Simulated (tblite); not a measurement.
Species: C5H3N3S.
Atom-mapped SMILES: `[N:1]#[C:2]/[CH:3]=[CH:4]/[c:5]1[cH:6][n:7][s:8][n:9]1` (hydrogens: H10 on C3; H11 on C4; H12 on C6)

Computed with GFN2-xTB (tblite), gas phase: Langevin dynamics at 200 K from the optimised GFN2-xTB geometry, time step 0.5 fs, friction 0.01 fs⁻¹, 2000 steps. The instantaneous temperature is 2·E(kin)/(3Nk) with all 3N coordinates.

```json
{"t (fs)": "0", "T (K)": "174", "E(pot) above start (eV)": "0.000", "N1≡C2 (Å)": "1.148", "C2–C3 (Å)": "1.403", "C3=C4 (Å)": "1.342", "C4–C5 (Å)": "1.439", "C5–C6 (Å)": "1.421", "C3–H10 (Å)": "1.082", "C3–C4–C5–C6 (°)": "180"}
{"t (fs)": "50", "T (K)": "186", "E(pot) above start (eV)": "0.260", "N1≡C2 (Å)": "1.139", "C2–C3 (Å)": "1.403", "C3=C4 (Å)": "1.327", "C4–C5 (Å)": "1.460", "C5–C6 (Å)": "1.430", "C3–H10 (Å)": "1.085", "C3–C4–C5–C6 (°)": "177"}
{"t (fs)": "100", "T (K)": "212", "E(pot) above start (eV)": "0.165", "N1≡C2 (Å)": "1.153", "C2–C3 (Å)": "1.382", "C3=C4 (Å)": "1.359", "C4–C5 (Å)": "1.466", "C5–C6 (Å)": "1.407", "C3–H10 (Å)": "1.066", "C3–C4–C5–C6 (°)": "-178"}
{"t (fs)": "150", "T (K)": "142", "E(pot) above start (eV)": "0.163", "N1≡C2 (Å)": "1.151", "C2–C3 (Å)": "1.395", "C3=C4 (Å)": "1.334", "C4–C5 (Å)": "1.488", "C5–C6 (Å)": "1.394", "C3–H10 (Å)": "1.093", "C3–C4–C5–C6 (°)": "176"}
{"t (fs)": "200", "T (K)": "138", "E(pot) above start (eV)": "0.211", "N1≡C2 (Å)": "1.144", "C2–C3 (Å)": "1.395", "C3=C4 (Å)": "1.384", "C4–C5 (Å)": "1.471", "C5–C6 (Å)": "1.401", "C3–H10 (Å)": "1.092", "C3–C4–C5–C6 (°)": "171"}
{"t (fs)": "250", "T (K)": "143", "E(pot) above start (eV)": "0.280", "N1≡C2 (Å)": "1.161", "C2–C3 (Å)": "1.407", "C3=C4 (Å)": "1.329", "C4–C5 (Å)": "1.455", "C5–C6 (Å)": "1.412", "C3–H10 (Å)": "1.081", "C3–C4–C5–C6 (°)": "169"}
{"t (fs)": "300", "T (K)": "216", "E(pot) above start (eV)": "0.250", "N1≡C2 (Å)": "1.145", "C2–C3 (Å)": "1.412", "C3=C4 (Å)": "1.358", "C4–C5 (Å)": "1.429", "C5–C6 (Å)": "1.397", "C3–H10 (Å)": "1.108", "C3–C4–C5–C6 (°)": "173"}
{"t (fs)": "350", "T (K)": "211", "E(pot) above start (eV)": "0.330", "N1≡C2 (Å)": "1.147", "C2–C3 (Å)": "1.388", "C3=C4 (Å)": "1.357", "C4–C5 (Å)": "1.465", "C5–C6 (Å)": "1.438", "C3–H10 (Å)": "1.031", "C3–C4–C5–C6 (°)": "171"}
{"t (fs)": "400", "T (K)": "264", "E(pot) above start (eV)": "0.235", "N1≡C2 (Å)": "1.152", "C2–C3 (Å)": "1.400", "C3=C4 (Å)": "1.342", "C4–C5 (Å)": "1.418", "C5–C6 (Å)": "1.387", "C3–H10 (Å)": "1.136", "C3–C4–C5–C6 (°)": "168"}
{"t (fs)": "450", "T (K)": "299", "E(pot) above start (eV)": "0.230", "N1≡C2 (Å)": "1.138", "C2–C3 (Å)": "1.391", "C3=C4 (Å)": "1.367", "C4–C5 (Å)": "1.437", "C5–C6 (Å)": "1.409", "C3–H10 (Å)": "1.073", "C3–C4–C5–C6 (°)": "161"}
{"t (fs)": "500", "T (K)": "289", "E(pot) above start (eV)": "0.313", "N1≡C2 (Å)": "1.171", "C2–C3 (Å)": "1.436", "C3=C4 (Å)": "1.362", "C4–C5 (Å)": "1.410", "C5–C6 (Å)": "1.432", "C3–H10 (Å)": "1.108", "C3–C4–C5–C6 (°)": "174"}
{"t (fs)": "550", "T (K)": "268", "E(pot) above start (eV)": "0.372", "N1≡C2 (Å)": "1.133", "C2–C3 (Å)": "1.416", "C3=C4 (Å)": "1.323", "C4–C5 (Å)": "1.383", "C5–C6 (Å)": "1.431", "C3–H10 (Å)": "1.075", "C3–C4–C5–C6 (°)": "-171"}
{"t (fs)": "600", "T (K)": "155", "E(pot) above start (eV)": "0.336", "N1≡C2 (Å)": "1.162", "C2–C3 (Å)": "1.403", "C3=C4 (Å)": "1.365", "C4–C5 (Å)": "1.436", "C5–C6 (Å)": "1.483", "C3–H10 (Å)": "1.091", "C3–C4–C5–C6 (°)": "-159"}
{"t (fs)": "650", "T (K)": "288", "E(pot) above start (eV)": "0.301", "N1≡C2 (Å)": "1.148", "C2–C3 (Å)": "1.398", "C3=C4 (Å)": "1.340", "C4–C5 (Å)": "1.418", "C5–C6 (Å)": "1.431", "C3–H10 (Å)": "1.080", "C3–C4–C5–C6 (°)": "-166"}
{"t (fs)": "700", "T (K)": "322", "E(pot) above start (eV)": "0.282", "N1≡C2 (Å)": "1.138", "C2–C3 (Å)": "1.434", "C3=C4 (Å)": "1.335", "C4–C5 (Å)": "1.442", "C5–C6 (Å)": "1.421", "C3–H10 (Å)": "1.054", "C3–C4–C5–C6 (°)": "174"}
{"t (fs)": "750", "T (K)": "208", "E(pot) above start (eV)": "0.337", "N1≡C2 (Å)": "1.154", "C2–C3 (Å)": "1.413", "C3=C4 (Å)": "1.351", "C4–C5 (Å)": "1.436", "C5–C6 (Å)": "1.468", "C3–H10 (Å)": "1.114", "C3–C4–C5–C6 (°)": "152"}
{"t (fs)": "800", "T (K)": "209", "E(pot) above start (eV)": "0.200", "N1≡C2 (Å)": "1.149", "C2–C3 (Å)": "1.406", "C3=C4 (Å)": "1.327", "C4–C5 (Å)": "1.440", "C5–C6 (Å)": "1.424", "C3–H10 (Å)": "1.052", "C3–C4–C5–C6 (°)": "158"}
{"t (fs)": "850", "T (K)": "167", "E(pot) above start (eV)": "0.247", "N1≡C2 (Å)": "1.143", "C2–C3 (Å)": "1.408", "C3=C4 (Å)": "1.351", "C4–C5 (Å)": "1.475", "C5–C6 (Å)": "1.421", "C3–H10 (Å)": "1.112", "C3–C4–C5–C6 (°)": "164"}
{"t (fs)": "900", "T (K)": "192", "E(pot) above start (eV)": "0.138", "N1≡C2 (Å)": "1.134", "C2–C3 (Å)": "1.378", "C3=C4 (Å)": "1.343", "C4–C5 (Å)": "1.437", "C5–C6 (Å)": "1.405", "C3–H10 (Å)": "1.079", "C3–C4–C5–C6 (°)": "-178"}
{"t (fs)": "950", "T (K)": "128", "E(pot) above start (eV)": "0.192", "N1≡C2 (Å)": "1.152", "C2–C3 (Å)": "1.427", "C3=C4 (Å)": "1.346", "C4–C5 (Å)": "1.486", "C5–C6 (Å)": "1.452", "C3–H10 (Å)": "1.075", "C3–C4–C5–C6 (°)": "-167"}
{"t (fs)": "1000", "T (K)": "189", "E(pot) above start (eV)": "0.246", "N1≡C2 (Å)": "1.145", "C2–C3 (Å)": "1.410", "C3=C4 (Å)": "1.351", "C4–C5 (Å)": "1.408", "C5–C6 (Å)": "1.425", "C3–H10 (Å)": "1.092", "C3–C4–C5–C6 (°)": "-164"}
```

**Question.** From 500 fs on, how do temperature and potential energy compare with equipartition?

**Answer.** The mean temperature of these 11 frames is 219 K against the target 200 K, and the mean potential energy 0.27 eV against 30 × kT/2 = 0.26 eV for 30 classical harmonic modes. For 12 atoms in a canonical ensemble the temperature itself scatters by T·√(2/(3N)) = 47 K; here its standard deviation is 60 K. The whole run lasts only 10 friction times of 100 fs, so these averages carry a wide statistical error.

**Question.** What are the kinetic and total energies of the listed frame with the highest potential energy?

**Answer.** The one at 550 fs, 0.372 eV above the start. Its kinetic energy is 3NkT/2 = 0.415 eV at 268 K, so the sum is 0.79 eV; over the listed frames the sum runs from 0.27 to 0.79 eV, since the thermostat adds and removes energy.

**Question.** How much do the listed bonds fluctuate from 500 fs on?

**Answer.** 
```
  bond  at the start (Å)  mean (Å)  standard deviation (Å)
 N1≡C2             1.148     1.148                   0.011
 C2–C3             1.403     1.412                   0.016
 C3=C4             1.342     1.345                   0.013
 C4–C5             1.439     1.434                   0.028
 C5–C6             1.421     1.436                   0.022
C3–H10             1.082     1.085                   0.020
```

The motion is classical and holds no zero-point motion.

What follows is the cost of the whole dynamics run. The run took 42 s wall, 38 s CPU on Intel Xeon at 2.50 GHz, one thread, shared host with 64 logical CPUs at a one-minute load of 59, and the process peaked at 0.19 GiB of memory.
